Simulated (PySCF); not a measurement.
## Basis-set dependence of population analyses: `Bc1ccco1`

C₄H₅BO.
Geometry (PBE0-D3(BJ)/def2-SVP, Å), atoms numbered from 1 in this order:
```xyz
11
C4H5BO angstrom
B      2.1184   -0.0511    0.0678
C      0.6072    0.0294    0.0256
C     -0.3667   -0.9188   -0.2502
C     -1.6259   -0.2873   -0.1411
C     -1.3434    1.0149    0.1943
O     -0.0375    1.2155    0.2956
H      2.6405   -1.1122   -0.1772
H      2.7822    0.9191    0.3391
H     -0.1671   -1.9590   -0.5020
H     -2.6130   -0.7201   -0.2874
H     -1.9839    1.8748    0.3835
```

PBE0 throughout (PySCF), one geometry, spherical d and f functions. Isolated species at its PBE0-D3(BJ)/def2-SVP geometry, gas phase. Atoms taken as equivalent share a column and are averaged. The first 7 of 10 kinds of atom are listed.

Mulliken charges (e):

| basis | functions | B1 | C2 | C3 | C4 | C5 | O6 | H7/H8 |
| --- | --- | --- | --- | --- | --- | --- | --- | --- |
| STO-3G | 35 | +0.120 | -0.028 | -0.095 | -0.124 | +0.025 | -0.118 | -0.045 |
| 6-31G | 64 | +0.099 | +0.164 | -0.205 | -0.221 | +0.101 | -0.497 | -0.030 |
| pcSseg-0 | 64 | +0.235 | -0.048 | -0.222 | -0.305 | +0.143 | -0.611 | +0.007 |
| 6-31G* | 94 | -0.062 | +0.249 | -0.208 | -0.238 | +0.091 | -0.414 | -0.005 |
| cc-pVDZ | 109 | -0.033 | +0.136 | -0.023 | -0.072 | +0.137 | -0.173 | -0.027 |
| def2-SVP | 109 | -0.025 | +0.141 | -0.046 | -0.082 | +0.150 | -0.231 | -0.025 |
| aug-cc-pVDZ | 183 | -1.566 | +0.087 | +0.788 | +0.812 | +0.326 | -0.366 | +0.605 |
| 6-311+G(2d,p) | 192 | -0.136 | +0.224 | -0.055 | -0.220 | +0.087 | -0.284 | 0.000 |
| def2-TZVP | 216 | -0.110 | +0.149 | -0.210 | -0.141 | +0.013 | -0.161 | +0.014 |
| cc-pVTZ | 250 | -0.118 | +0.071 | -0.113 | -0.191 | +0.018 | -0.104 | +0.011 |
| IGLO-III | 260 | +0.141 | +0.025 | -0.113 | -0.110 | +0.089 | -0.236 | -0.051 |

IAO charges (e):

```csv
basis,functions,B1,C2,C3,C4,C5,O6,H7/H8
STO-3G,35,+0.029,-0.063,-0.143,-0.199,-0.015,-0.070,+0.002
6-31G,64,-0.031,+0.001,-0.150,-0.223,+0.028,-0.197,+0.018
pcSseg-0,64,-0.036,+0.004,-0.148,-0.226,+0.041,-0.194,+0.018
6-31G*,94,-0.025,+0.013,-0.140,-0.222,+0.059,-0.209,+0.010
cc-pVDZ,109,-0.045,+0.020,-0.143,-0.227,+0.058,-0.204,+0.016
def2-SVP,109,-0.034,+0.018,-0.140,-0.223,+0.060,-0.204,+0.012
aug-cc-pVDZ,183,-0.043,+0.020,-0.148,-0.231,+0.057,-0.212,+0.016
"6-311+G(2d,p)",192,-0.041,+0.019,-0.147,-0.231,+0.057,-0.213,+0.016
def2-TZVP,216,-0.041,+0.021,-0.147,-0.231,+0.060,-0.214,+0.016
cc-pVTZ,250,-0.043,+0.021,-0.147,-0.231,+0.059,-0.212,+0.016
IGLO-III,260,-0.042,+0.020,-0.148,-0.232,+0.058,-0.214,+0.016
```

Hirshfeld charges (e):

```
        basis  functions      B1      C2      C3      C4      C5      O6   H7/H8
       STO-3G         35  +0.119  -0.035  -0.036  -0.069  +0.035  -0.006  -0.070
        6-31G         64  +0.096  -0.028  -0.049  -0.084  +0.035  -0.065  -0.057
     pcSseg-0         64  +0.097  -0.033  -0.049  -0.084  +0.037  -0.042  -0.060
       6-31G*         94  +0.090  -0.027  -0.045  -0.083  +0.040  -0.056  -0.060
      cc-pVDZ        109  +0.086  -0.034  -0.047  -0.084  +0.038  -0.031  -0.061
     def2-SVP        109  +0.089  -0.033  -0.047  -0.085  +0.040  -0.038  -0.061
  aug-cc-pVDZ        183  +0.095  -0.034  -0.051  -0.086  +0.039  -0.058  -0.058
6-311+G(2d,p)        192  +0.099  -0.037  -0.050  -0.085  +0.041  -0.061  -0.059
    def2-TZVP        216  +0.093  -0.034  -0.050  -0.085  +0.040  -0.055  -0.059
      cc-pVTZ        250  +0.090  -0.033  -0.049  -0.085  +0.040  -0.049  -0.060
     IGLO-III        260  +0.094  -0.034  -0.051  -0.085  +0.040  -0.058  -0.058
```

ESP-fitted charges (e):

| basis | functions | B1 | C2 | C3 | C4 | C5 | O6 | H7/H8 |
| --- | --- | --- | --- | --- | --- | --- | --- | --- |
| STO-3G | 35 | +0.093 | +0.193 | -0.132 | -0.204 | +0.089 | -0.170 | -0.088 |
| 6-31G | 64 | +0.130 | +0.195 | -0.169 | -0.281 | +0.107 | -0.293 | -0.091 |
| pcSseg-0 | 64 | +0.183 | +0.163 | -0.171 | -0.325 | +0.147 | -0.311 | -0.102 |
| 6-31G* | 94 | +0.112 | +0.144 | -0.179 | -0.256 | +0.031 | -0.188 | -0.085 |
| cc-pVDZ | 109 | +0.097 | +0.117 | -0.171 | -0.250 | +0.025 | -0.162 | -0.076 |
| def2-SVP | 109 | +0.090 | +0.151 | -0.168 | -0.266 | +0.057 | -0.198 | -0.076 |
| aug-cc-pVDZ | 183 | +0.114 | +0.123 | -0.160 | -0.267 | +0.030 | -0.180 | -0.082 |
| 6-311+G(2d,p) | 192 | +0.106 | +0.126 | -0.178 | -0.259 | +0.008 | -0.175 | -0.078 |
| def2-TZVP | 216 | +0.099 | +0.141 | -0.177 | -0.263 | +0.022 | -0.177 | -0.079 |
| cc-pVTZ | 250 | +0.104 | +0.130 | -0.174 | -0.254 | +0.021 | -0.171 | -0.080 |
| IGLO-III | 260 | +0.102 | +0.134 | -0.171 | -0.257 | +0.020 | -0.179 | -0.079 |

Some averages cover members that differ in this geometry, most widely: H7/H8, Mulliken in aug-cc-pVDZ +0.582 to +0.628; H7/H8, ESP-fitted in pcSseg-0 -0.118 to -0.087; H7/H8, ESP-fitted in 6-31G -0.105 to -0.077; H7/H8, ESP-fitted in aug-cc-pVDZ -0.095 to -0.070 e.

Which scheme is steadiest as the basis changes?

Largest range over the bases for any column: Hirshfeld 0.06 e, IAO 0.14 e, ESP-fitted 0.15 e, Mulliken 1.80 e. Hirshfeld charges move least and Mulliken charges most, counted in e. Without the minimal STO-3G basis the ranges are Hirshfeld 0.03, IAO 0.03, ESP-fitted 0.15, Mulliken 1.80 e.

How much do the charges still move between the two largest bases, cc-pVTZ and IGLO-III?

At most, over all atoms: Mulliken 0.259 e, IAO 0.002 e, Hirshfeld 0.009 e, ESP-fitted 0.008 e.

What do the same runs give for the total energy, the frontier levels and the dipole moment?

```json
{"basis": "STO-3G", "energy (Eh)": "-251.9774", "HOMO (eV)": "-5.42", "LUMO (eV)": "0.77", "μ (D)": "1.93"}
{"basis": "6-31G", "energy (Eh)": "-255.0879", "HOMO (eV)": "-7.19", "LUMO (eV)": "-1.68", "μ (D)": "2.57"}
{"basis": "pcSseg-0", "energy (Eh)": "-254.5830", "HOMO (eV)": "-7.54", "LUMO (eV)": "-1.99", "μ (D)": "2.56"}
{"basis": "6-31G*", "energy (Eh)": "-255.1640", "HOMO (eV)": "-6.99", "LUMO (eV)": "-1.60", "μ (D)": "2.48"}
{"basis": "cc-pVDZ", "energy (Eh)": "-255.1858", "HOMO (eV)": "-7.12", "LUMO (eV)": "-1.79", "μ (D)": "2.41"}
{"basis": "def2-SVP", "energy (Eh)": "-254.9820", "HOMO (eV)": "-7.23", "LUMO (eV)": "-1.86", "μ (D)": "2.40"}
{"basis": "aug-cc-pVDZ", "energy (Eh)": "-255.1977", "HOMO (eV)": "-7.22", "LUMO (eV)": "-1.95", "μ (D)": "2.39"}
{"basis": "6-311+G(2d,p)", "energy (Eh)": "-255.2375", "HOMO (eV)": "-7.22", "LUMO (eV)": "-1.95", "μ (D)": "2.42"}
{"basis": "def2-TZVP", "energy (Eh)": "-255.2601", "HOMO (eV)": "-7.21", "LUMO (eV)": "-1.92", "μ (D)": "2.42"}
{"basis": "cc-pVTZ", "energy (Eh)": "-255.2530", "HOMO (eV)": "-7.19", "LUMO (eV)": "-1.90", "μ (D)": "2.43"}
{"basis": "IGLO-III", "energy (Eh)": "-255.2641", "HOMO (eV)": "-7.22", "LUMO (eV)": "-1.95", "μ (D)": "2.39"}
```

The dipole is fixed by the density alone, so its range of 0.64 D shows that the density itself changes with the basis, not only its division among atoms.
